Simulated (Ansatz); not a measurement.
`C#C[Se]BF` + SiH₄ → `FB[SiH3]` + `C#C[SeH]` at 298.15 K and 1 bar (formal exchange of groups at a B–Se bond).

Isolated molecules relaxed with PBE0-D4/def2-TZVP in Ansatz; ΔE leaves out vibrations. CCSD(T)/CBS is the MP2 limit (def2-TZVPP, def2-QZVPP) plus CCSD(T) − MP2 in def2-TZVPP, frozen cores. This one scheme is used for every species. For Se outer-core shells are correlated without core-valence functions, which leaves a few kJ/mol of doubt a bond. Scalar relativity is left out up to krypton. One conformer a species, not always the lowest.

| species | CCSD(T)/CBS energy (Eh) | H − E (kJ/mol) | S (J/(mol·K)) |
| --- | --- | --- | --- |
| `C#C[Se]BF` | -2602.59174 | 110.2 | 331.1 |
| SiH₄ | -291.46306 | 92.1 | 204.8 |
| `FB[SiH3]` | -416.08982 | 118.1 | 297.3 |
| `C#C[SeH]` | -2477.92583 | 81.8 | 276.8 |

H − E and S are ideal-gas, rigid-rotor, harmonic terms from PBE0-D4/def2-TZVP, for one conformer and one mirror image of each species. 1 Eh = 2625.50 kJ/mol, R = 8.31446 J/(mol·K).

Q: By hand: ΔE, ΔH, ΔS and ΔG.

A: ΔE = (-416.08982) + (-2477.92583) − (-2602.59174) − (-291.46306) = 0.03915 Eh = 102.8 kJ/mol. Δ(H − E) = 118.1 + 81.8 − 110.2 − 92.1 = -2.4, so ΔH = 100.4 kJ/mol. ΔS = 297.3 + 276.8 − 331.1 − 204.8 = 38.2 J/(mol·K). ΔG = 100.4 − 298.15 × (38.2)/1000 = 89.0 kJ/mol.

Q: By hand: the equilibrium constant, and the temperature at which ΔG would vanish if ΔH and ΔS stayed fixed.

A: log₁₀ K = −ΔG/(RT ln 10) = -15.6. ΔG = 0 at ΔH/ΔS = 2628 K, far beyond where these terms or the molecules hold.

ΔH outweighs TΔS. A doubt of 5 kJ/mol in ΔE shifts log₁₀ K by 0.9 here. Other conformers and mirror images would add mixing entropy, several J/(mol·K) or more a flexible species. Modes under 60 cm⁻¹, often nearly free rotors, make the harmonic entropy too high. These are equilibria of isolated gas molecules and say nothing of rates. Largest T1 diagnostic: 0.014 (customary marks: 0.02 for closed shells, 0.045 for open ones).
